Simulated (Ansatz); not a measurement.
GeH5NOSi, SMILES `N[SiH]1[O][GeH2]1`. Total charge 0; spin multiplicity 1. The structure was optimised at the PBE0-D4/def2-TZVP level. It is one conformer, not always the lowest.

```xyz
9

N    -0.946   -0.119    1.593
Si    0.353   -0.281    0.527
O     0.114   -1.133   -0.840
Ge    0.545    0.582   -1.577
H    -1.891    0.054    1.295
H    -0.810    0.023    2.579
H     1.549   -0.542    1.363
H     1.756    0.403   -2.515
H    -0.669    1.013   -2.425
```

Task: What is the dipole moment at B3LYP/def2-TZVPP? (Estimate.)

Result: Ansatz gave: 2.90 D, with components (-0.73, 1.79, 2.16) D in this frame, pointing from negative to positive charge.

Task: And with PBE, r2SCAN, ωB97M-V? (Estimate.)

Result: Computed: PBE 2.78 D, r2SCAN 2.81 D, ωB97M-V 2.90 D.

Task: Give the Mulliken charges with B3LYP, PBE, ωB97M-V in def2-TZVPP. (Best estimate.)

Result: Ansatz gave: 
| atom | B3LYP | PBE | ωB97M-V |
| --- | --- | --- | --- |
| N1 | -0.38 | -0.37 | -0.34 |
| Si2 | 0.52 | 0.41 | 0.48 |
| O3 | -0.49 | -0.42 | -0.49 |
| Ge4 | 0.17 | 0.16 | 0.12 |
| H5 | 0.15 | 0.17 | 0.13 |
| H6 | 0.15 | 0.16 | 0.12 |
| H7 | -0.08 | -0.07 | -0.04 |
| H8 | -0.01 | -0.02 | 0.01 |
| H9 | -0.02 | -0.02 | 0.01 |

B3LYP here is the variant with VWN-RPA as its local correlation; programs differ in this.
